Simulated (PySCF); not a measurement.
Ge(Me)4 (C₄H₁₂Ge), SMILES [CH3][Ge]([CH3])([CH3])[CH3]. Atoms are numbered in the order given.

```xyz
17

C      1.1376     1.1376    -1.1376
Ge     0.0000     0.0000     0.0000
C     -1.1376     1.1376     1.1376
C     -1.1376    -1.1376    -1.1376
C      1.1376    -1.1376     1.1376
H      0.5205     1.7825    -1.7825
H      1.7825     0.5205    -1.7825
H      1.7825     1.7825    -0.5205
H     -1.7825     0.5205     1.7825
H     -1.7825     1.7825     0.5205
H     -0.5205     1.7825     1.7825
H     -1.7825    -0.5205    -1.7825
H     -0.5205    -1.7825    -1.7825
H     -1.7825    -1.7825    -0.5205
H      1.7825    -1.7825     0.5205
H      1.7825    -0.5205     1.7825
H      0.5205    -1.7825     1.7825
```

Geometry: B3LYP-D3(BJ)/def2-SVP. The isomer is the one that the SMILES or the coordinates give; other isomers of the formula were not compared.

Method: B3LYP-D3(BJ)/def2-SVP (PySCF).

Frequencies are harmonic and unscaled.

Modes within 1.5 cm⁻¹ of each other (mostly degenerate sets) share a row, with their intensities summed.

```csv
mode,ν (cm⁻¹),IR (km/mol),moving atoms (share of kinetic energy)
1,122,0.0,H 100 %
2–4,134,0.0,H 98 %
5–6,166,0.0,"C 63 %, H 37 %"
7–9,182,9.6,"C 45 %, H 34 %, Ge 21 %"
10,550,0.0,"C 79 %, H 21 %"
11–13,596,83.2,"C 61 %, Ge 20 %, H 19 %"
14–16,697,0.0,"H 86 %, C 14 %"
17–18,830,0.0,"H 77 %, C 23 %"
19–21,831,243.7,"H 74 %, C 22 %"
22–24,1252,32.3,"H 80 %, C 20 %"
25,1264,0.0,"H 82 %, C 18 %"
26–28,1433,0.0,H 95 %
29–30,1436,0.0,H 95 %
31–33,1448,16.0,H 96 %
34–36,3030,41.6,H 97 %
37,3032,0.0,H 97 %
38–45,3126,81.8,"H 91 %, C 9 %"
```
